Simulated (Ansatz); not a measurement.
Isolated molecules relaxed with PBE0-D4/def2-TZVP in Ansatz; ΔE leaves out vibrations. CBS: MP2 limit from def2 TZ/QZ plus the TZ coupled-cluster correction, frozen cores. DFT in def2-TZVPP. B3LYP here is the variant with VWN-RPA as its local correlation; programs differ in this. For Ge outer-core shells are correlated without core-valence functions, which leaves a few kJ/mol of doubt a bond. Scalar relativity is left out up to krypton. One conformer a species, not always the lowest.

Reaction (redistribution): `O[SiH](O)[CH2][GeH3]` + `[CH3][Al]([F])[F]` → `[CH3][Al]([F])[GeH3]` + `O[SiH](O)CF`

```json
{"level": "ωB97X-V", "ΔE (kcal/mol)": "62.8", "difference from CCSD(T)/CBS": "-3.9"}
{"level": "PBE", "ΔE (kcal/mol)": "58.1", "difference from CCSD(T)/CBS": "-8.6"}
{"level": "B3LYP", "ΔE (kcal/mol)": "60.9", "difference from CCSD(T)/CBS": "-5.8"}
{"level": "HF/def2-TZVPP", "ΔE (kcal/mol)": "63.7", "difference from CCSD(T)/CBS": "-3.0"}
{"level": "MP2/def2-TZVPP", "ΔE (kcal/mol)": "71.1", "difference from CCSD(T)/CBS": "4.4"}
{"level": "HF/def2-QZVPP", "ΔE (kcal/mol)": "64.2", "difference from CCSD(T)/CBS": "-2.5"}
{"level": "MP2/def2-QZVPP", "ΔE (kcal/mol)": "71.5", "difference from CCSD(T)/CBS": "4.8"}
{"level": "SCS-MP2/def2-QZVPP", "ΔE (kcal/mol)": "69.2", "difference from CCSD(T)/CBS": "2.5"}
{"level": "HF/CBS(def2)", "ΔE (kcal/mol)": "64.3", "difference from CCSD(T)/CBS": "-2.4"}
{"level": "CCSD/CBS(def2)", "ΔE (kcal/mol)": "66.6", "difference from CCSD(T)/CBS": "-0.1"}
{"level": "CCSD(T)/CBS", "ΔE (kcal/mol)": "66.7", "difference from CCSD(T)/CBS": "0"}
```

Largest T1 diagnostic among the species: 0.012.

From PBE to PBE0 (25 % exact exchange), in def2-TZVPP and without D4, ΔE moves by +2.3 kcal/mol. The D4 term adds +1.5 kcal/mol with B3LYP and +0.8 kcal/mol with PBE0; it sums over pairs of atoms, weighted by their polarisabilities, and B3LYP, whose exchange is more repulsive, gets the larger term.
